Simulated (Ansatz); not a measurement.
System: C4H10N, net charge 0, doublet state. It need not be the lowest isomer of its formula. 
Structure (B3LYP-D3(BJ)/def2-TZVP (Ansatz, a quantum-chemistry and plane-wave program) minimum search):
```xyz
15

C     -0.5226     1.4138    -0.5471
C     -0.4763    -0.0086    -0.1091
C     -1.7611    -0.7376     0.0771
C      0.7365    -0.5146     0.6026
N      1.9810    -0.1230    -0.0679
H      0.4708     1.7841    -0.7963
H     -0.9232     2.0608     0.2515
H     -1.1822     1.5470    -1.4090
H     -1.6142    -1.8187     0.1333
H     -2.4632    -0.5264    -0.7337
H     -2.2685    -0.4375     1.0095
H      0.6365    -1.6009     0.7442
H      0.7777    -0.0828     1.6176
H      2.0542    -0.5868    -0.9664
H      2.7857    -0.3959     0.4831
```
Charge 0, spin multiplicity 2.

Basis-set convergence of Hartree-Fock and MP2 correlation energies (hartree) with Ansatz. Cores are frozen in the correlated levels unless marked. UHF or UKS for open shells. No spin-orbit coupling. No relativistic terms.

| basis | functions | E(HF) | E(corr, MP2) |
|---|---|---|---|
| cc-pVDZ | 120 | -211.71307 | -0.72218 |
| cc-pVTZ | 290 | -211.77361 | -0.89010 |
| cc-pVQZ | 575 | -211.78798 | -0.94734 |

Extrapolating the two largest sets (X = 3 and 4) as X^-3: E(corr) = (64·(-0.94734) - 27·(-0.89010))/37 = -0.9891 Eh, an estimate of the basis-set limit. The largest set recovers 95.8 % of it, the smallest 73.0 %.
